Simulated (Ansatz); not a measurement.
CH6FOSbSi, SMILES `C[O][Sb]([F])[SiH3]`, relaxed with RKS PBE0-D4/def2-TZVP in Ansatz 0.2.0 from a PBE-D4/def2-SVP geometry. The force threshold is 0.005 eV/Å; the program also tests the step.

Charge 0, multiplicity 1. Sb: def2 effective core potential.

Start:

```xyz
11

C    -2.286   -0.162    0.122
O    -0.913    0.190    0.159
Sb    0.341   -0.539   -1.246
F     0.835   -2.251   -0.383
Si    2.244    0.705    0.054
H    -2.689   -0.295   -0.911
H    -2.486   -1.102    0.685
H    -2.868    0.653    0.604
H     2.101    0.358    1.507
H     2.135    2.195   -0.139
H     3.587    0.248   -0.451
```

| step | energy (eV) | largest force (eV/Å) | largest move (Å) |
| --- | --- | --- | --- |
| 1 | -20308.3583 | 1.371 | 0.000 |
| 2 | -20308.4495 | 0.325 | 0.115 |
| 3 | -20308.4601 | 0.090 | 0.055 |
| 4 | -20308.4631 | 0.027 | 0.031 |
| 5 | -20308.4633 | 0.015 | 0.007 |
| 6 | -20308.4636 | 0.012 | 0.019 |
| 7 | -20308.4636 | 0.031 | 0.022 |
| 8 | -20308.4637 | 0.008 | 0.006 |
| 9 | -20308.4638 | 0.003 | 0.010 |
| 10 | -20308.4638 | 0.008 | 0.009 |
| 11 | -20308.4638 | 0.005 | 0.003 |

End:

```xyz
11

C    -2.278   -0.184    0.104
O    -0.918    0.191    0.152
Sb    0.325   -0.503   -1.183
F     0.695   -2.188   -0.320
Si    2.261    0.705    0.064
H    -2.661   -0.257   -0.922
H    -2.438   -1.146    0.602
H    -2.858    0.579    0.629
H     2.159    0.395    1.511
H     2.147    2.171   -0.164
H     3.565    0.237   -0.475
```

It took 58 s on 4 threads of an Intel Xeon Platinum 8488C on a shared host, with 0.65 GiB of host memory at the peak.
